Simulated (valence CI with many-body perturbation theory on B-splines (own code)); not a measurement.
E1 transitions of Nb27+

Method: configuration interaction combined with many-body perturbation theory (CI+MBPT): four valence electrons over a frozen Dirac-Fock core [Ne], a basis of 11 s, 11 p, 9 d, 7 f, 5 g, 2 h, 1 i functions for each j, with the one-electron correlation potential Σ1 (screened to all orders), the two-electron term Σ2, the three-electron term Σ3, Breit, model QED; selected single and double excitations, second order for the rest (own B-spline code, finite nucleus).

The last digits are not significant, and no measured levels were compared; by estimate large intervals hold to a few tenths of a per cent, small ones and those within an open d or f shell to about a per cent.

Lines 1 to 50 of 231 in falling wavelength, among levels below 244.94 eV, chosen from the strongest by gf and those to the six lowest levels. Wavelengths and rates use the calculated energies. Electric multipoles are in the length gauge, E1 and E2 with the static RPA response of the core. Weak lines are less certain than strong ones. Lines between different terms over intervals too small for the method are left out, as are lines whose strength nearly cancels. Where a level lies close to another of its J and parity, the split of strength between their lines is uncertain. The highest levels of a list are the least certain.

Names give the largest LS component (configuration and term), which can be under half, so a name can repeat, a term be missing and a line seem to break the LS rules; names also repeat where a configuration has a term twice. Letters in brackets count levels of one name in rising energy.

| λ vac (nm) | Upper | Lower | A (s⁻¹) | S (a.u.) |
| --- | --- | --- | --- | --- |
| 32.07 | 3s3p³ ⁵S°_2 | 3s²3p² ³P_2 | 1.89e+07 | 1.54e-03 |
| 28.63 | 3s3p³ ³D°_1 | 3s²3p² ¹S_0 | 2.51e+07 | 8.74e-04 |
| 25.36 | 3s3p²3d ⁵D_4 | 3s²3p3d ³D°_3 | 4.34e+08 | 3.14e-02 |
| 23.43 | 3p⁴ ³P_2 [a] | 3s3p³ ³S°_1 | 8.62e+08 | 2.74e-02 |
| 23.23 | 3s3p³ ³D°_1 | 3s²3p² ³P_2 | 2.90e+08 | 5.38e-03 |
| 21.30 | 3s3p³ ³D°_2 | 3s²3p² ³P_2 | 1.23e+08 | 2.93e-03 |
| 20.85 | 3s3p³ ⁵S°_2 | 3s²3p² ¹D_2 | 6.59e+08 | 1.47e-02 |
| 20.43 | 3s3p²3d ⁵F_5 | 3s²3p3d ³F°_4 | 1.34e+09 | 6.18e-02 |
| 19.67 | 3s3p²3d ¹G_4 | 3s²3p3d ¹F°_3 | 6.59e+08 | 2.23e-02 |
| 19.47 | 3s3p³ ⁵S°_2 | 3s²3p² ³P_1 | 1.03e+09 | 1.88e-02 |
| 19.32 | 3s3p³ ³D°_3 | 3s²3p² ³P_2 | 1.83e+09 | 4.56e-02 |
| 18.91 | 3s3p³ ³P°_1 | 3s²3p² ¹S_0 | 6.84e+08 | 6.85e-03 |
| 18.01 | 3p⁴ ³P_2 [a] | 3s²3p3d ¹D°_2 | 2.31e+09 | 3.33e-02 |
| 17.18 | 3s²3p3d ¹D°_2 | 3s²3p² ³P_2 | 9.30e+08 | 1.16e-02 |
| 16.95 | 3p⁴ ¹D_2 | 3s3p³ ³P°_2 | 3.07e+09 | 3.69e-02 |
| 16.71 | 3s3p³ ³D°_1 | 3s²3p² ¹D_2 | 2.14e+09 | 1.48e-02 |
| 16.39 | 3s3p³ ³P°_1 | 3s²3p² ³P_2 | 1.57e+08 | 1.03e-03 |
| 16.13 | 3p⁴ ³P_2 [a] | 3s3p³ ³D°_3 | 6.50e+09 | 6.73e-02 |
| 15.89 | 3s3p³ ³S°_1 | 3s²3p² ¹S_0 | 1.58e+09 | 9.41e-03 |
| 15.82 | 3s3p³ ³D°_1 | 3s²3p² ³P_1 | 1.37e+08 | 8.01e-04 |
| 15.69 | 3s3p³ ³D°_2 | 3s²3p² ¹D_2 | 2.29e+08 | 2.18e-03 |
| 15.36 | 3s3p²3d ³D_2 [c] | 3s²3p3d ³P°_1 | 2.20e+09 | 1.97e-02 |
| 15.35 | 3s3p²3d ³D_3 [a] | 3s²3p3d ³F°_4 | 1.62e+09 | 2.02e-02 |
| 15.30 | 3s3p²3d ³P_2 | 3s²3p3d ³P°_2 [a] | 4.05e+09 | 3.58e-02 |
| 15.29 | 3s3p²3d ⁵F_2 | 3s3p³ ³D°_3 | 4.95e+09 | 4.36e-02 |
| 15.26 | 3s3p²3d ³D_3 [b] | 3s²3p3d ³D°_3 | 1.66e+09 | 2.04e-02 |
| 15.03 | 3s²3p3d ³F°_2 | 3s²3p² ³P_2 | 1.62e+08 | 1.35e-03 |
| 14.90 | 3s3p³ ³D°_2 | 3s²3p² ³P_1 | 5.34e+09 | 4.35e-02 |
| 14.80 | 3s3p²3d ¹G_4 | 3s²3p3d ³F°_4 | 4.12e+09 | 5.92e-02 |
| 14.59 | 3s3p³ ³D°_3 | 3s²3p² ¹D_2 | 2.86e+09 | 3.07e-02 |
| 14.51 | 3s3p²3d ³F_3 [b] | 3s²3p3d ³D°_2 | 3.56e+09 | 3.75e-02 |
| 14.30 | 3s²3p3d ³D°_1 | 3s²3p² ¹S_0 | 7.16e+08 | 3.10e-03 |
| 14.24 | 3s3p²3d ⁵F_2 | 3s3p³ ³D°_2 | 4.37e+09 | 3.12e-02 |
| 14.22 | 3p⁴ ³P_0 [b] | 3s3p³ ¹P°_1 | 1.42e+10 | 2.01e-02 |
| 14.07 | 3s3p³ ³S°_1 | 3s²3p² ³P_2 | 1.40e+09 | 5.77e-03 |
| 14.01 | 3s3p²3d ³F_4 [b] | 3s²3p3d ³D°_3 | 3.18e+09 | 3.88e-02 |
| 13.98 | 3s3p²3d ³G_5 | 3s²3p3d ³F°_4 | 2.23e+10 | 3.31e-01 |
| 13.91 | 3s3p²3d ³P_2 | 3s²3p3d ³F°_3 | 2.66e+09 | 1.77e-02 |
| 13.89 | 3s²3p3d ³F°_3 | 3s²3p² ³P_2 | 2.45e+08 | 2.27e-03 |
| 13.84 | 3s3p²3d ³F_2 [a] | 3s²3p3d ¹D°_2 | 4.18e+09 | 2.73e-02 |
| 13.81 | 3p⁴ ³P_2 [b] | 3s²3p3d ³F°_2 | 7.35e+09 | 4.78e-02 |
| 13.77 | 3s3p²3d ³D_3 [b] | 3s²3p3d ³F°_4 | 1.92e+09 | 1.73e-02 |
| 13.72 | 3s3p³ ³P°_2 | 3s²3p² ³P_2 | 6.50e+09 | 4.14e-02 |
| 13.67 | 3s3p²3d ³F_3 [a] | 3s²3p3d ³P°_2 [a] | 7.71e+09 | 6.81e-02 |
| 13.58 | 3p⁴ ¹D_2 | 3s²3p3d ¹D°_2 | 5.45e+09 | 3.37e-02 |
| 13.54 | 3p⁴ ³P_1 [b] | 3s3p³ ³S°_1 | 4.75e+09 | 1.74e-02 |
| 13.33 | 3s²3p3d ¹D°_2 | 3s²3p² ¹D_2 | 7.07e+09 | 4.13e-02 |
| 13.24 | 3s3p²3d ³P_0 [b] | 3s²3p3d ³D°_1 | 1.51e+10 | 1.73e-02 |
| 13.03 | 3s3p²3d ³D_3 [a] | 3s3p³ ³P°_2 | 5.52e+09 | 4.23e-02 |
| 12.93 | 3s3p²3d ³P_2 | 3s²3p3d ³F°_2 | 5.05e+09 | 2.69e-02 |
